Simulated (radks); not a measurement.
Results of a calculation; reference values are marked as such.
Species: Tc V. Configuration: [Kr] 4d3. Level of theory: scalar-relativistic Kohn-Sham, PBE, spin-unpolarised, spherical densities, point nucleus (a radial shooting solver on a logarithmic mesh with Libxc functionals).

Normalised radial functions P(r) = r R(r), r in bohr:

r	3s	4s	5s
0.004173	0.2962	0.1252	0.0549
0.006377	0.3989	0.1686	0.0739
0.009744	0.5047	0.2132	0.0935
0.01489	0.5730	0.2417	0.1060
0.02275	0.5254	0.2208	0.0967
0.03477	0.2574	0.1060	0.0463
0.05312	-0.2735	-0.1199	-0.0529
0.08118	-0.8495	-0.3593	-0.1576
0.125	-0.8607	-0.3409	-0.1477
0.1911	0.1707	0.1300	0.0613
0.292	1.4911	0.6120	0.2656
0.4461	1.6196	0.2403	0.0738
0.6817	0.7113	-0.7831	-0.3615
1.042	0.1148	-1.1135	-0.2578
1.592	0.0048	-0.5382	0.4539
2.432	0.0000	-0.0916	0.7539
3.717	0.0000	-0.0039	0.3477
5.68	0.0000	0.0000	0.0420
8.679	0.0000	0.0000	0.0008

3s: eigenvalue -566.06 eV, 2 radial nodes at r = 0.0437, 0.181 bohr, <r> = 0.415 bohr, 90 % of the charge inside 0.613 bohr. 4s: eigenvalue -119.18 eV, 3 radial nodes at r = 0.0434, 0.174, 0.496 bohr, <r> = 1.04 bohr, 90 % of the charge inside 1.51 bohr. 5s (empty): eigenvalue -38.018 eV, 4 radial nodes at r = 0.0433, 0.173, 0.479, 1.23 bohr, <r> = 2.44 bohr, 90 % of the charge inside 3.46 bohr.
